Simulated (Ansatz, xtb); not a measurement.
Ranking isomers of C5H10Ge

12 gas-phase structures of C5H10Ge, from a drawn sample of its isomers (lower ones may exist). Each was relaxed with GFN2-xTB:

A. `C=C(C)/C=[CH]\[GeH3]`, a singlet
B. `C=[C]([GeH3])/C=C\C`, a singlet
C. `C=C/C(C)=[CH]\[GeH3]`, a singlet
D. `C=C(C)/C=[CH]/[GeH3]`, a singlet
E. `C=C/C=[C](\C)[GeH3]`, a singlet
F. `C=C(C)[C](=C)[GeH3]`, a singlet
G. `C=[C]([GeH3])/C=C/C`, a singlet
H. `C=C/C(C)=[CH]/[GeH3]`, a singlet
I. `C=C/C=[C](/C)[GeH3]`, a singlet
J. `C/C=C/C=[CH]/[GeH3]`, a singlet
K. `C=C/[C]([GeH3])=C\C`, a singlet
L. `C=C/[C]([GeH3])=C/C`, a singlet

Question: Estimate their order in r2SCAN-D4/def2-SVP energy at these geometries, lowest first.

Answer: Calculated order at r2SCAN-D4/def2-SVP: H (0.0), D (0.1), C (0.4), J (1.3), F (1.5), E (1.5), G (2.0), A (2.0), K (2.1), L (2.9), I (2.9), B (5.2) kcal/mol. Less than 1 kcal/mol parts H and D; D and C; C and J; J and F; F and E; E and G; G and A; A and K; K and L; L and I, so the order within those pairs means little. CCSD(T)/def2-SVP + ΔMP2/def2-TZVPP after further relaxation puts D lowest instead.

Energies above the lowest of each column, in kcal/mol; the last columns are at B3LYP-D3(BJ)/def2-SVP geometries and were run for some of them only (a dash: not run or not comparable):

```
structure  GFN2-xTB  HF/STO-3G  r2SCAN-D4/def2-SVP  B3LYP-D3(BJ)/def2-SVP  CCSD(T)/def2-SVP + ΔMP2/def2-TZVPP
        H       0.2        1.4                 0.0                    1.6                                 1.0
        D       1.0        0.2                 0.1                    0.5                                 0.0
        C       0.0        1.7                 0.4                    1.9                                 1.2
        J       1.0        0.0                 1.3                    0.0                                 0.6
        F       1.9        4.4                 1.5                    2.7                                 1.0
        E       1.9        3.3                 1.5                    2.9                                 2.8
        G       1.5        3.0                 2.0                      –                                   –
        A       2.1        5.1                 2.0                      –                                   –
        K       2.1        4.2                 2.1                      –                                   –
        L       2.8        4.1                 2.9                      –                                   –
        I       1.7        4.3                 2.9                      –                                   –
        B       4.5        7.1                 5.2                      –                                   –
```

CCSD(T)/def2-SVP + ΔMP2/def2-TZVPP puts D lowest of those it was run on, with J within 1 kcal/mol; GFN2-xTB picks C. CCSD(T)/def2-SVP + ΔMP2/def2-TZVPP orders those it was run on as D (0.0), J (0.6), H (1.0), F (1.0), C (1.2), E (2.8) kcal/mol. Less than 1 kcal/mol parts D and J; J and H; H and F; F and C, so the order within those pairs means little. Flexible structures stand in one conformer each, not always the lowest. Frequencies (GFN2-xTB) were run for C, D, E, F, H, J alone. ΔMP2 is the change of the MP2 energy from the smaller to the larger basis.

Over these structures GFN2-xTB departs from r2SCAN-D4/def2-SVP by 0.4 kcal/mol on average once a common shift is removed. A GFN2-xTB relaxation took about 0.27 s and the r2SCAN-D4/def2-SVP energy about 6.3 s on a shared host (Ansatz 0.2.0, xtb 6.7.1).
